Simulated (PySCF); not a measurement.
# Basis-set dependence of population analyses: `C#CBN`

Species: C2H4BN.
Cartesian coordinates in Å at the PBE0-D3(BJ)/def2-SVP level; atoms count from 1:
```xyz
8
C2H4BN angstrom
C      2.076   -0.414    0.512
C      0.982    0.063    0.270
B     -0.390    0.681   -0.031
N     -1.476   -0.125   -0.353
H      3.045   -0.828    0.727
H     -0.545    1.880    0.008
H     -1.418   -1.134   -0.405
H     -2.393    0.250   -0.558
```

PBE0 throughout (PySCF), one geometry, spherical d and f functions. Geometry: PBE0-D3(BJ)/def2-SVP; no solvent, vibrations or thermal averaging. Atoms taken as equivalent share a column and are averaged.

Mulliken charges (e):

| basis | functions | C1 | C2 | B3 | N4 | H5 | H6 | H7/H8 |
| --- | --- | --- | --- | --- | --- | --- | --- | --- |
| STO-3G | 24 | -0.144 | -0.141 | +0.229 | -0.445 | +0.114 | -0.050 | +0.218 |
| 6-31G | 44 | -0.290 | -0.163 | +0.366 | -0.823 | +0.262 | -0.030 | +0.339 |
| pcSseg-0 | 44 | -0.314 | -0.341 | +0.504 | -0.811 | +0.280 | +0.024 | +0.330 |
| 6-31G* | 64 | -0.286 | -0.020 | +0.137 | -0.756 | +0.229 | -0.017 | +0.356 |
| cc-pVDZ | 76 | -0.196 | +0.084 | -0.076 | -0.003 | +0.018 | -0.038 | +0.106 |
| def2-SVP | 76 | -0.178 | +0.073 | -0.097 | -0.096 | +0.044 | -0.029 | +0.141 |
| aug-cc-pVDZ | 128 | +1.077 | -0.555 | -0.387 | -0.011 | -0.485 | +0.375 | -0.007 |
| 6-311+G(2d,p) | 132 | -0.391 | +0.109 | +0.230 | -0.618 | +0.167 | 0.000 | +0.252 |
| def2-TZVP | 148 | -0.288 | -0.028 | +0.069 | -0.442 | +0.178 | +0.012 | +0.249 |
| cc-pVTZ | 176 | -0.102 | -0.159 | +0.008 | -0.208 | +0.153 | -0.018 | +0.162 |
| IGLO-III | 180 | -0.211 | -0.208 | +0.405 | -0.489 | +0.145 | -0.072 | +0.216 |

IAO charges (e):

| basis | functions | C1 | C2 | B3 | N4 | H5 | H6 | H7/H8 |
| --- | --- | --- | --- | --- | --- | --- | --- | --- |
| STO-3G | 24 | -0.151 | -0.155 | +0.113 | -0.437 | +0.156 | +0.005 | +0.234 |
| 6-31G | 44 | -0.202 | -0.137 | +0.095 | -0.523 | +0.200 | +0.010 | +0.279 |
| pcSseg-0 | 44 | -0.191 | -0.133 | +0.069 | -0.480 | +0.191 | +0.007 | +0.269 |
| 6-31G* | 64 | -0.194 | -0.144 | +0.112 | -0.521 | +0.195 | +0.003 | +0.274 |
| cc-pVDZ | 76 | -0.204 | -0.137 | +0.089 | -0.507 | +0.199 | +0.008 | +0.276 |
| def2-SVP | 76 | -0.196 | -0.135 | +0.088 | -0.497 | +0.192 | +0.004 | +0.272 |
| aug-cc-pVDZ | 128 | -0.210 | -0.138 | +0.098 | -0.534 | +0.204 | +0.011 | +0.285 |
| 6-311+G(2d,p) | 132 | -0.209 | -0.139 | +0.101 | -0.538 | +0.205 | +0.010 | +0.285 |
| def2-TZVP | 148 | -0.209 | -0.139 | +0.102 | -0.536 | +0.204 | +0.009 | +0.284 |
| cc-pVTZ | 176 | -0.209 | -0.140 | +0.101 | -0.534 | +0.204 | +0.009 | +0.284 |
| IGLO-III | 180 | -0.210 | -0.140 | +0.102 | -0.539 | +0.205 | +0.010 | +0.286 |

Hirshfeld charges (e):

```csv
basis,functions,C1,C2,B3,N4,H5,H6,H7/H8
STO-3G,24,-0.095,-0.124,+0.136,-0.164,+0.074,-0.074,+0.123
6-31G,44,-0.108,-0.121,+0.123,-0.205,+0.098,-0.060,+0.136
pcSseg-0,44,-0.100,-0.122,+0.119,-0.202,+0.094,-0.066,+0.138
6-31G*,64,-0.106,-0.121,+0.121,-0.206,+0.099,-0.060,+0.137
cc-pVDZ,76,-0.102,-0.123,+0.122,-0.207,+0.094,-0.063,+0.139
def2-SVP,76,-0.100,-0.122,+0.123,-0.212,+0.093,-0.064,+0.140
aug-cc-pVDZ,128,-0.099,-0.124,+0.137,-0.227,+0.095,-0.055,+0.137
"6-311+G(2d,p)",132,-0.099,-0.128,+0.138,-0.226,+0.096,-0.056,+0.137
def2-TZVP,148,-0.100,-0.125,+0.136,-0.226,+0.096,-0.057,+0.138
cc-pVTZ,176,-0.100,-0.123,+0.134,-0.225,+0.095,-0.059,+0.139
IGLO-III,180,-0.100,-0.124,+0.137,-0.229,+0.095,-0.055,+0.138
```

Some averages cover members that differ in this geometry, most widely: H7/H8, Mulliken in aug-cc-pVDZ -0.058 to +0.044 e.

Question: Which scheme is steadiest as the basis changes?

Answer: Largest range over the bases for any column: Hirshfeld 0.06 e, IAO 0.10 e, Mulliken 1.47 e. Hirshfeld charges move least and Mulliken charges most, counted in e. Without the minimal STO-3G basis the ranges are Hirshfeld 0.03, IAO 0.06, Mulliken 1.47 e.

Question: How much do the charges still move between the two largest bases, cc-pVTZ and IGLO-III?

Answer: At most, over all atoms: Mulliken 0.396 e, IAO 0.005 e, Hirshfeld 0.003 e.

Question: What do the same runs give for the total energy, the frontier levels and the dipole moment?

Answer: 
```
        basis  energy (Eh)  HOMO (eV)  LUMO (eV)  μ (D)
       STO-3G    -156.0230      -5.61       2.60   2.19
        6-31G    -157.9658      -7.54      -0.27   1.99
     pcSseg-0    -157.6632      -7.86      -0.46   2.04
       6-31G*    -157.9929      -7.46      -0.29   1.95
      cc-pVDZ    -158.0115      -7.63      -0.48   2.01
     def2-SVP    -157.8876      -7.70      -0.54   2.02
  aug-cc-pVDZ    -158.0225      -7.84      -0.83   1.75
6-311+G(2d,p)    -158.0508      -7.86      -0.84   1.78
    def2-TZVP    -158.0629      -7.83      -0.76   1.81
      cc-pVTZ    -158.0599      -7.80      -0.70   1.84
     IGLO-III    -158.0675      -7.86      -0.82   1.77
```

The dipole is fixed by the density alone, so its range of 0.44 D shows that the density itself changes with the basis, not only its division among atoms.
